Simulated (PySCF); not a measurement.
**Assignment exercise: C4H10O2Si**

Bonds (- single, = double, # triple, : aromatic): C1-C2, C2-C3, C3=O4, C3-O5, O5-C6, C6-Si7. C1 carries H8, H9, H10; C2 carries H11, H12; C6 carries H13, H14; Si7 carries H15, H16, H17.

PySCF calculation with σ from GIAO-PBE0/pcSseg-1 and GFN2-xTB geometry; a single conformation, isolated molecule, fast rotation and ring inversion assumed for equivalent nuclei, no relativistic terms.

Shifts are taken against calculated references (same method and geometry level): TMS for $^{13}$C and $^{1}$H.

Task: Assign these signals to the numbered atoms. $^{13}$C{$^{1}$H} NMR (computed): δ 186.3 (C), 55.8 (CH2), 31.6 (CH2), 11.5 (CH3).

Result: 
186.3 → C3, ester carbonyl carbon: lone-pair donation from the attached heteroatom keeps it upfield of a ketone carbonyl
55.8 → C6, sp3 CH2 bonded to O and Si: the inductive effect lowers its shielding
31.6 → C2, sp3 CH2 α to a carbonyl: the adjacent C=O deshields it moderately
11.5 → C1, methyl carbon: saturated and bonded to C and H only

Task: Assign these signals to the numbered atoms. $^{1}$H NMR (400 MHz, computed): δ 4.42 (t, 3H), 3.84 (q, 2H), 2.25 (q, 2H), 1.23 (t, 3H).

Result: 
4.42 → H15/H16/H17, hydrogen on a silicon bonded to C
3.84 → H13/H14, hydrogen on an sp3 CH2 bonded to O and Si: its carbon carries O, hence the downfield position
2.25 → H11/H12, hydrogen on an sp3 CH2 α to a carbonyl: α to C=O
1.23 → H8/H9/H10, hydrogen on a methyl carbon

Shifts are as computed. Against solution values, carbons near 30 ppm lie about +3 ppm off and those near 130 ppm about +5 ppm. Of 1211 compounds with measured shifts, 218 miss one by over three times the rms of a fit or turn the order of signals round; such compounds aren't used in these exercises. No couplings were computed; multiplicities are counted from neighbouring protons, with m where these are inequivalent, close in shift, in a saturated or five-membered ring or joined by F or P, and br s for small geminal =CH2 splittings.
